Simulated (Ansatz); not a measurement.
Method: frozen-core CCSD(T)/cc-pVTZ // CAM-B3LYP-D3(BJ)/def2-TZVP (Ansatz, a quantum-chemistry and plane-wave program). The restricted HF reference is unstable towards unrestricted orbitals.

Ansatz 0.2 input:
```yaml
crystal:
  periodic: [false, false, false]
  atoms:
    - { symbol: C, position_ang: [-1.077605, -0.092664, 0.001633] }
    - { symbol: C, position_ang: [0.220295, 0.595439, 0.037368] }
    - { symbol: B, position_ang: [1.292705, 1.421072, 0.085043] }
    - { symbol: B, position_ang: [1.714322, -0.010223, -0.01289] }
    - { symbol: H, position_ang: [-1.648994, 0.124352, 0.905485] }
    - { symbol: H, position_ang: [-1.66507, 0.247056, -0.852746] }
    - { symbol: H, position_ang: [-0.960279, -1.174375, -0.074877] }
    - { symbol: H, position_ang: [2.124626, -1.110658, -0.089014] }
basis:
  gaussian: { orbitals: cc-pVTZ }
correlation:
  method: ccsd_t
```

Output:

```
Functional definition: HF
1002 factors; integrals over basis functions are off by at most 1.3e-3 eV
mean field evaluation 1: about -3462.1898 eV, gradient 3.1e1 eV
mean field evaluation 2: about -3462.1925 eV, gradient 3.1e1 eV
mean field evaluation 4: about -3465.0650 eV, gradient 5.2e0 eV
mean field evaluation 8: about -3465.1629 eV, gradient 1.5e-1 eV
mean field evaluation 16: about -3465.1521 eV, gradient 1.1e0 eV
mean field -3465.16332824 eV, -127.3424035406 hartree, gradient 3.8e-6 eV, S^2 0.000000; 0 other end points of the search recorded, 0 dependent functions left out; unrestricted orbitals would lower it
4 core orbitals not correlated
reference -3465.16332824 eV, -127.3424035406 hartree; 9, 9 occupied and 163, 163 virtual orbitals, 1002 factors
second order -14.27857442 eV of doubles, -0.00000000 eV of singles
cycle   1  -14.47684502 eV  change   -2.0e-1 eV  update   9.4e-2
cycle   2  -14.90776150 eV  change   -4.3e-1 eV  update   3.1e-2
cycle   3  -15.00101608 eV  change   -9.3e-2 eV  update   1.6e-2
cycle   4  -14.99654896 eV  change    4.5e-3 eV  update   4.7e-3
cycle   5  -14.99706437 eV  change   -5.2e-4 eV  update   2.4e-3
cycle   6  -14.99714292 eV  change   -7.9e-5 eV  update   7.7e-4
cycle   7  -14.99688784 eV  change    2.6e-4 eV  update   3.2e-4
cycle   8  -14.99692142 eV  change   -3.4e-5 eV  update   1.3e-4
cycle   9  -14.99692188 eV  change   -4.6e-7 eV  update   5.3e-5
cycle  10  -14.99688597 eV  change    3.6e-5 eV  update   2.4e-5
cycle  11  -14.99690235 eV  change   -1.6e-5 eV  update   1.2e-5
perturbative correction -0.82602969 eV, -0.0303560311 hartree
Total energy: -3480.98626027 eV, -127.9238855677 hartree
```

Cost: roughly 25 core-seconds.
